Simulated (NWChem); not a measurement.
C$_{2}$H$_{5}$Ga; SMILES [GaH2][CH]=C

```xyz
8

Ga    -0.0366    -0.7577     0.0000
H     -1.5861    -1.0308     0.0000
H      1.0003    -1.9383     0.0000
C      0.5335     1.1094     0.0000
C     -0.3667     2.1050     0.0000
H      1.5961     1.3864     0.0000
H     -0.0778     3.1643     0.0000
H     -1.4463     1.9092     0.0000
```
Atoms are numbered in this order, from 1.

Level: PBE0/def2-SVP (NWChem), optimised geometry, unscaled harmonic frequencies. 

```
frequency (cm⁻¹)  IR intensity (km/mol)
----------------  ---------------------
163                                 0.0
218                                 1.2
433                                 0.0
477                                58.7
600                                55.7
629                               146.2
753                               148.6
999                                11.3
1008                               31.5
1055                               13.3
1265                                2.5
1415                               18.4
1660                               22.0
1965                              163.2
1974                              209.5
3122                               19.8
3158                                7.1
3216                                9.0
```

```
Item                                                                               Result
-----------------------------------------------------------------------  ----------------
zero-point energy                                                           34.4 kcal/mol
thermal correction to the enthalpy at 298.15 K (with zero-point energy)     38.2 kcal/mol
heat capacity Cv                                                         16.5 cal/(mol K)
entropy at 298.15 K and 1 atm (symmetry number 1)                        71.0 cal/(mol K)
dipole moment                                                                      0.87 D
```

Rigid rotor and harmonic oscillator.
